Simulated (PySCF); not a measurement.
Gas-phase reaction: TiO₂ + 3 HCl + O = TiCl₃OH + H₂O₂. Level: ωB97X-V/def2-TZVP†; standard pressure 1 bar.

Computed with PySCF and rigid-rotor harmonic-oscillator thermochemistry at 1 bar. S°(298 K) at PBE0/def2-TZVP differs from the NASA 1993 table for H₂O₂ (-8 J/mol/K); whether the harmonic model or the table's entry is off was not settled. † marks an energy on the PBE0/def2-TZVP geometry and frequencies. Open shells (unrestricted): O (multiplicity 3, electronic degeneracy 9); the rest are closed-shell singlets. Spin-orbit splitting is ignored; it lowers the true energy and changes the entropy of O. No R ln 2 is added for the mirror-image form of H₂O₂. TiCl₃OH: computed as isolated molecules; such fragments, hydroxides, amides, oligomers or adducts are transient or little studied in the gas. The harmonic model lacks anharmonicity and excited electronic states, which grow with temperature; levels with a mode under 35 cm⁻¹ are left out. Internal rotation in H₂O₂ is treated as a harmonic vibration of one conformer, which makes the entropy rough. Soft modes under 120 cm⁻¹ make the harmonic entropy rough for TiCl₃OH.

```
T (K)  1000/T (1/K)  log10 K
-----  ------------  -------
800          1.2500    28.03
1000         1.0000        ?
1200         0.8333    12.48
1400         0.7143     8.08
1600         0.6250     4.79
1800         0.5556     2.24
```

Problem. Fit log10 K = a + b·(1000/T) to the five rows, get the mean ΔH° and ΔS°, and predict log10 K at 1000 K.

Solution. Means: 1000/T = 0.7956, log10 K = 11.124. Sums of products about the means: Sxy = 11.19343, Sxx = 0.301215, so b = Sxy/Sxx = 37.16 and a = 11.124 − (37.16)×0.7956 = -18.44.
ΔH° = −R ln 10 × 1000 K × b = −19.145 × (37.16) = -711 kJ; ΔS° = R ln 10 × a = -353 J/K. The run's own values go from -717 kJ and -360 J/K at 800 K to -700 kJ and -346 J/K at 1800 K.
Prediction at 1000 K: -18.44 + (37.16)×1.0000 = 18.72. The computed value is 18.69, 0.03 from the line.
For scale, ΔH°(298 K) is -722 kJ at this level, -729 kJ at ωB97M-V/def2-TZVP†, and runs from -1399 to -522 kJ over the 19 levels computed.
